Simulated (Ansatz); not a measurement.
One change: `C[NH][AlH][Cl]` becomes `C[N](C)[AlH][Cl]`.

Ansatz, PBE0-D4/def2-TZVP geometries, multiplicity 1. Each molecule was computed in one conformer, which needn't be the lowest.

```tsv
property	`C[NH][AlH][Cl]`
size of the dipole moment (B3LYP/def2-TZVPP) / D	2.20
HOMO energy (B3LYP/def2-TZVPP) / eV	-6.87
LUMO energy (PBE0/def2-TZVPP) / eV	-0.48
HOMO–LUMO gap (PBE/def2-TZVPP) / eV	4.56
HOMO–LUMO gap (ωB97M-V/def2-TZVPP) / eV	10.55
size of the dipole moment (ωB97M-V/def2-TZVPP) / D	2.16
```

(1) Give the same properties after the change, and the shifts. (An estimate is asked.)

Answers

(1) Computed: 
```tsv
property	`C[N](C)[AlH][Cl]`	shift
size of the dipole moment (B3LYP/def2-TZVPP) / D	2.02	-0.18
HOMO energy (B3LYP/def2-TZVPP) / eV	-6.46	0.41
LUMO energy (PBE0/def2-TZVPP) / eV	-0.57	-0.09
HOMO–LUMO gap (PBE/def2-TZVPP) / eV	4.12	-0.44
HOMO–LUMO gap (ωB97M-V/def2-TZVPP) / eV	9.97	-0.58
size of the dipole moment (ωB97M-V/def2-TZVPP) / D	1.97	-0.19
```

With PBE0 the HOMO rises by 0.42 eV and the LUMO falls by 0.09 eV, so the gap narrows by about 0.51 eV. PBE moves the HOMO by 0.35 eV and ωB97M-V by 0.47 eV. The zero-point energy changes by 73.4 kJ/mol with +9 modes. Dipoles are sizes alone; their direction can turn.

B3LYP here is the variant with VWN-RPA as its local correlation; programs differ in this.
